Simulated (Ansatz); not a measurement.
Program: Ansatz. Geometries: PBE0-D4/def2-TZVP. ΔE: electronic, gas phase. CBS: MP2 limit from def2 TZ/QZ plus the TZ coupled-cluster correction, frozen cores. Functionals use def2-TZVPP. def2 core potentials past Kr. For In outer-core shells are correlated without core-valence functions, which leaves a few kJ/mol of doubt a bond. Each species was taken in one conformer, which may not be the lowest.

Reaction (formal exchange of groups at a C–B bond): `CB[SiH2]O` + `[F][InH][SiH3]` → `[CH3][In]([F])[SiH3]` + `B[SiH2]O`

| species | r2SCAN energy (Eh) |
| --- | --- |
| `CB[SiH2]O` | -431.85781 |
| `[F][InH][SiH3]` | -581.94925 |
| `[CH3][In]([F])[SiH3]` | -621.26396 |
| `B[SiH2]O` | -392.53333 |

(1) Work out ΔE.

Largest T1 diagnostic among the species: 0.016.

Answers

(1) ΔE = (-621.26396) + (-392.53333) − (-431.85781) − (-581.94925) = 0.00977 Eh = +6.1 kcal/mol. CCSD(T)/CBS gives +3.8 kcal/mol.

At CCSD(T), def2-SVP lies +2.3 kcal/mol from the extrapolated value and def2-TZVPP −0.0 kcal/mol. In def2-TZVPP, CCSD(T) changes the Hartree–Fock value by −1.4 kcal/mol (the triples alone add −0.2 kcal/mol) and MP2 by −2.6 kcal/mol.
